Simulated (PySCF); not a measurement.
Input file for PySCF: U-B3LYP/LANL2DZ on GeH2O (SMILES [OH][GeH]), a point of a bond scan (R = 1.156 Å).

```python
from pyscf import gto, scf, dft, mp
from pyscf.data.elements import chemcore

mol = gto.M(
    atom='''
    Ge   -0.23528061   -0.20095819    0.24734314
    H    -1.41085702   -0.03172168   -0.85873679
    O     1.02522544    0.68082931   -0.68889534
    H     0.68059473    1.08273324   -1.71631798
    ''',
    basis='lanl2dz',
    ecp={'Ge': 'lanl2dz'},
    charge=0, spin=0, verbose=3, max_memory=1800)
mf = dft.UKS(mol, xc='b3lyp')
mf.conv_tol = 1e-8
mf.max_cycle = 100
mf.init_guess_breaksym = True
mf.kernel()
if not mf.converged:
    mf = mf.newton().run(mf.mo_coeff, mf.mo_occ)
for _ in range(4):
    mo, _, stable, _ = mf.stability(return_status=True)
    if stable:
        break
    mf.kernel(mf.make_rdm1(mo, mf.mo_occ))
```

The log:

```
converged SCF energy = -80.1609759849206  <S^2> = 8.2449603e-10  2S+1 = 1
<class 'pyscf.dft.uks.UKS'> wavefunction is stable in the internal stability analysis
```

Self-consistency was reached.

Cost: about 8 core-seconds (a rough figure).
